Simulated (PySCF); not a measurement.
## Te (tellurium, neutral) across methods

[Kr] 4d10 5s1 5p4 6s1, high-spin 5P determinant (an excited configuration). All numbers are calculated (PySCF 2.14, a scalar-relativistic core potential, in aug-cc-pwCVTZ-PP with ECP28MDF (8s7p6d4f1g, 96 functions)).

| method | E (hartree) | mean ε 5p α (eV) | mean ε 5p β (eV) | mean ε 6s α (eV) | Σ⟨r²⟩ (bohr²) | ⟨S²⟩ |
| --- | --- | --- | --- | --- | --- | --- |
| wB97X-V | -267.4003 | -13.669 | -11.136 | -3.305 | 83.82 | 6.003 |
| LDA | -267.0290 | -10.267 | -8.323 | -2.042 | 82.63 | 6.002 |
| PBE0 | -267.4484 | -11.509 | -8.937 | -2.311 | 83.57 | 6.005 |
| PBE | -267.4278 | -10.195 | -8.166 | -1.915 | 83.16 | 6.004 |
| UHF | -266.49446 | -14.754 | -9.964 | -3.118 | 85.63 | 6.014 |
| M06-2X | -267.3914 | -12.859 | -9.427 | -2.874 | 85.05 | 6.018 |
| r2SCAN | -267.5441 | -10.808 | -8.315 | -1.931 | 84.13 | 6.009 |
| B3LYP | -267.5197 | -11.081 | -8.932 | -2.172 | 83.40 | 6.004 |

Q: Estimate the same row for BLYP.

A: E (hartree) = -267.3816; mean ε 5p α (eV) = -9.867; mean ε 5p β (eV) = -8.178; mean ε 6s α (eV) = -1.718; Σ⟨r²⟩ (bohr²) = 83.27; ⟨S²⟩ = 6.003.

Energies and moments cover only the electrons outside the core potential. The outer electron is Rydberg-like, and this basis confines it to a smaller radius and binds it less than a complete one would.
